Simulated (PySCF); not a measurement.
C4H10BrGa, singlet, at a GFN2-xTB geometry (such geometries of metal compounds can be far from the true shape), with bond 6-3 at 1.4 times its length; CASSCF(6,7)/STO-3G run with PySCF.

Here is a job for PySCF.
```python
from pyscf import gto, scf, mcscf
import numpy

mol = gto.M(
    atom='''
Ga   -0.09151144    0.13475116   -0.45676038
Br    0.04431272   -0.16406154    1.84047835
C     1.11866915   -1.14166338   -1.56032559
C     1.89910082   -2.09345442   -0.65285910
H     1.80633683   -0.54091104   -2.16730006
H     0.24123094   -1.93266615   -2.54040066
H     1.22151547   -2.70954013   -0.05715797
H     2.53988600   -1.53898621    0.03669660
H     2.53130199   -2.75811674   -1.24246296
C    -1.40570915    1.63715420   -1.02195614
C    -1.49241622    1.81052348   -2.53816596
H    -1.08293049    2.57440087   -0.54843312
H    -2.39577548    1.40455527   -0.60662799
H    -1.83846127    0.89289707   -3.01663162
H    -0.51739739    2.06226504   -2.95858635
H    -2.18836132    2.60961026   -2.79644717
''',
    basis='sto-3g',
    verbose=4,
)

mf = scf.RHF(mol)
mf.kernel()
mc = mcscf.CASSCF(mf, 7, 6)
mc.fix_spin_(ss=0.0)
mc.kernel()
occ = numpy.linalg.eigvalsh(mc.fcisolver.make_rdm1(mc.ci, mc.ncas, mc.nelecas))[::-1]
ss = mc.fcisolver.spin_square(mc.ci, mc.ncas, mc.nelecas)[0]
print('natural occupations', occ.round(4), ' <S^2>', round(ss, 4))
```

The log (banner, timings and long lists left out):

```
PySCF version 2.14.0

[INPUT] verbose = 4
[INPUT] num. atoms = 16
[INPUT] num. electrons = 100
[INPUT] charge = 0
[INPUT] spin (= nelec alpha-beta = 2S) = 0
[INPUT] symmetry False subgroup None
[INPUT] Mole.unit = angstrom
[INPUT] Symbol           X                Y                Z      unit          X                Y                Z       unit  Magmom
[...]
nuclear repulsion = 721.088745193161
number of shells = 38
number of NR pGTOs = 198
number of NR cGTOs = 66
basis = sto-3g
ecp = {}

******** <class 'pyscf.scf.hf.RHF'> ********
method = RHF
initial guess = minao
damping factor = 0
level_shift factor = 0
DIIS = <class 'pyscf.scf.diis.CDIIS'>
diis_start_cycle = 1
diis_space = 8
diis_damp = 0
SCF conv_tol = 1e-09
SCF conv_tol_grad = None
SCF max_cycles = 50
direct_scf = True
direct_scf_tol = 1e-13
Set gradient conv threshold to 3.16228e-05
Initial guess from minao.
init E= -4594.85884548802
[...]
cycle= 1 E= -4600.77714142109  delta_E= -5.92  |g|= 0.537  |ddm|= 4.44
[...]
cycle= 2 E= -4600.96013040278  delta_E= -0.183  |g|= 0.137  |ddm|= 1.42
[...]
cycle= 3 E= -4600.96996565778  delta_E= -0.00984  |g|= 0.0384  |ddm|= 0.291
[...]
cycle= 4 E= -4600.9710404104  delta_E= -0.00107  |g|= 0.0147  |ddm|= 0.112
[...]
cycle= 5 E= -4600.97116689039  delta_E= -0.000126  |g|= 0.0039  |ddm|= 0.0363
[...]
cycle= 6 E= -4600.97118667191  delta_E= -1.98e-05  |g|= 0.00221  |ddm|= 0.0148
[...]
cycle= 7 E= -4600.97119765669  delta_E= -1.1e-05  |g|= 0.00119  |ddm|= 0.0142
[...]
cycle= 8 E= -4600.97120195523  delta_E= -4.3e-06  |g|= 0.000793  |ddm|= 0.00871
[...]
cycle= 9 E= -4600.97120455275  delta_E= -2.6e-06  |g|= 0.000594  |ddm|= 0.00684
[...]
cycle= 10 E= -4600.97120643017  delta_E= -1.88e-06  |g|= 0.000463  |ddm|= 0.0061
[...]
cycle= 11 E= -4600.9712084269  delta_E= -2e-06  |g|= 0.000278  |ddm|= 0.00957
[...]
cycle= 12 E= -4600.97120921051  delta_E= -7.84e-07  |g|= 0.000158  |ddm|= 0.00747
[...]
cycle= 13 E= -4600.97120934011  delta_E= -1.3e-07  |g|= 0.000133  |ddm|= 0.0018
[...]
cycle= 14 E= -4600.97120951374  delta_E= -1.74e-07  |g|= 8.28e-05  |ddm|= 0.00289
[...]
cycle= 15 E= -4600.97120960048  delta_E= -8.67e-08  |g|= 2.7e-05  |ddm|= 0.00308
[...]
cycle= 16 E= -4600.97120960527  delta_E= -4.8e-09  |g|= 1.47e-05  |ddm|= 0.000666
[...]
cycle= 17 E= -4600.97120960596  delta_E= -6.84e-10  |g|= 1.14e-05  |ddm|= 0.000135
[...]
Extra cycle  E= -4600.97120960624  delta_E= -2.82e-10  |g|= 1.01e-05  |ddm|= 3.95e-05
converged SCF energy = -4600.97120960624

******** <class 'pyscf.mcscf.mc1step.CASSCF'> ********
CAS (3e+3e, 7o), ncore = 47, nvir = 12
max_cycle_macro = 50
max_cycle_micro = 4
conv_tol = 1e-07
conv_tol_grad = None
orbital rotation max_stepsize = 0.02
orbital rotation threshold for CI restart = 0.01
augmented hessian ah_max_cycle = 30
augmented hessian ah_conv_tol = 1e-12
augmented hessian ah_linear dependence = 1e-14
augmented hessian ah_level shift = 1e-08
augmented hessian ah_start_tol = 2.5
augmented hessian ah_start_cycle = 3
augmented hessian ah_grad_trust_region = 3
kf_trust_region = 3
kf_interval = 4
ci_response_space = 4
ci_grad_trust_region = 3
with_dep4 0
natorb = False
canonicalization = True
sorting_mo_energy = False
ao2mo_level = 2
internal_rotation = False
******** <class 'pyscf.fci.addons.SpinPenaltyFCISolver'> ********
max. cycles = 50
conv_tol = 1e-08
davidson only = True
linear dependence = 1e-12
level shift = 0.001
max iter space = 12
nroots = 1
pspace_size = 400
spin = None
CASCI E = -4601.00630430808  S^2 = 0.0000000
Set conv_tol_grad to 0.000316228
macro iter   1 ( 20 JK    4 micro), CASSCF E = -4601.04771858480  dE = -4.14142767e-02  S^2 = 0.0000000
               |grad[o]|=0.345  |grad[c]|=0.028  |ddm|=0.0537  |maxRot[o]|= 0.21
macro iter   2 ( 21 JK    4 micro), CASSCF E = -4601.05008050769  dE = -2.36192289e-03  S^2 = 0.0000000
               |grad[o]|=0.0705  |grad[c]|=0.0155  |ddm|=0.00995  |maxRot[o]|=0.112
[...]
               |grad[o]|=0.00879  |grad[c]|=0.027  |ddm|=0.0351  |maxRot[o]|=0.131
macro iter  33 ( 21 JK    4 micro), CASSCF E = -4601.08506575542  dE = -4.10534585e-03  S^2 = 0.0000000
               |grad[o]|=0.0132  |grad[c]|=0.0108  |ddm|=0.0126  |maxRot[o]|=0.146
macro iter  34 ( 21 JK    4 micro), CASSCF E = -4601.08593125145  dE = -8.65496033e-04  S^2 = 0.0000000
               |grad[o]|=0.0131  |grad[c]|=0.0127  |ddm|=0.0116  |maxRot[o]|=0.0624
macro iter  35 ( 21 JK    4 micro), CASSCF E = -4601.08711595475  dE = -1.18470330e-03  S^2 = 0.0000000
               |grad[o]|=0.0112  |grad[c]|=0.0155  |ddm|=0.0117  |maxRot[o]|=0.0668
macro iter  36 ( 21 JK    4 micro), CASSCF E = -4601.08823140874  dE = -1.11545399e-03  S^2 = 0.0000000
               |grad[o]|=0.00968  |grad[c]|=0.00429  |ddm|=0.00776  |maxRot[o]|=0.0429
macro iter  37 ( 21 JK    4 micro), CASSCF E = -4601.08902929490  dE = -7.97886159e-04  S^2 = 0.0000000
               |grad[o]|=0.00754  |grad[c]|=0.00419  |ddm|=0.00669  |maxRot[o]|=0.0439
macro iter  38 ( 21 JK    4 micro), CASSCF E = -4601.08940598163  dE = -3.76686731e-04  S^2 = 0.0000000
               |grad[o]|=0.00525  |grad[c]|=0.00325  |ddm|=0.00819  |maxRot[o]|=0.0342
macro iter  39 ( 21 JK    4 micro), CASSCF E = -4601.08954812622  dE = -1.42144594e-04  S^2 = 0.0000000
               |grad[o]|=0.0034  |grad[c]|=0.00303  |ddm|=0.00881  |maxRot[o]|=0.0195
macro iter  40 ( 17 JK    4 micro), CASSCF E = -4601.08960091560  dE = -5.27893744e-05  S^2 = 0.0000000
               |grad[o]|=0.00201  |grad[c]|=0.00291  |ddm|=0.00823  |maxRot[o]|=0.0699
macro iter  41 ( 19 JK    4 micro), CASSCF E = -4601.08956996812  dE =  3.09474817e-05  S^2 = 0.0000000
               |grad[o]|=0.000588  |grad[c]|=0.00181  |ddm|=0.00594  |maxRot[o]|=0.0604
macro iter  42 ( 26 JK    4 micro), CASSCF E = -4601.08961009219  dE = -4.01240686e-05  S^2 = 0.0000000
               |grad[o]|=0.00211  |grad[c]|=0.000466  |ddm|=0.000929  |maxRot[o]|=0.0139
macro iter  43 ( 24 JK    4 micro), CASSCF E = -4601.08961493574  dE = -4.84355314e-06  S^2 = 0.0000000
               |grad[o]|=0.000304  |grad[c]|=0.000453  |ddm|=0.00256  |maxRot[o]|=0.0251
macro iter  44 ( 22 JK    4 micro), CASSCF E = -4601.08962070140  dE = -5.76566526e-06  S^2 = 0.0000000
               |grad[o]|=0.00043  |grad[c]|=0.000629  |ddm|=0.00402  |maxRot[o]|=0.0404
macro iter  45 ( 22 JK    4 micro), CASSCF E = -4601.08963396301  dE = -1.32616042e-05  S^2 = 0.0000000
               |grad[o]|=0.000726  |grad[c]|=0.00023  |ddm|=0.00325  |maxRot[o]|=0.0307
macro iter  46 ( 21 JK    4 micro), CASSCF E = -4601.08966351120  dE = -2.95481896e-05  S^2 = 0.0000000
               |grad[o]|=0.00045  |grad[c]|=0.00127  |ddm|=0.00789  |maxRot[o]|=0.0877
macro iter  47 ( 23 JK    4 micro), CASSCF E = -4601.08968450248  dE = -2.09912787e-05  S^2 = 0.0000000
               |grad[o]|=0.00194  |grad[c]|=0.000474  |ddm|=0.00346  |maxRot[o]|=0.00778
macro iter  48 ( 21 JK    4 micro), CASSCF E = -4601.08972486085  dE = -4.03583717e-05  S^2 = 0.0000000
               |grad[o]|=0.000543  |grad[c]|=0.00166  |ddm|=0.00922  |maxRot[o]|=0.115
macro iter  49 ( 21 JK    4 micro), CASSCF E = -4601.08968223885  dE =  4.26219967e-05  S^2 = 0.0000000
               |grad[o]|=0.00291  |grad[c]|=0.00495  |ddm|=0.012  |maxRot[o]|=0.0297
macro iter  50 ( 21 JK    4 micro), CASSCF E = -4601.08975916572  dE = -7.69268654e-05  S^2 = 0.0000000
               |grad[o]|=0.00272  |grad[c]|=0.00161  |ddm|=0.00211  |maxRot[o]|=0.0186
1-step CASSCF not converged,  50 macro (879 JK 176 micro) steps
CASSCF canonicalization
Density matrix diagonal elements [1.78531935 1.95842695 1.1205226  0.99590749 0.08211968 0.02953801
 0.02816592]
CASSCF energy = -4601.08975916572
CASCI E = -4601.08975916572  E(CI) = -8.09208431858406  S^2 = 0.0000000
natural occupations [1.966  1.9604 1.0033 0.9967 0.0501 0.0214 0.0021]  <S^2> 0.0
```

Convergence was not reached.
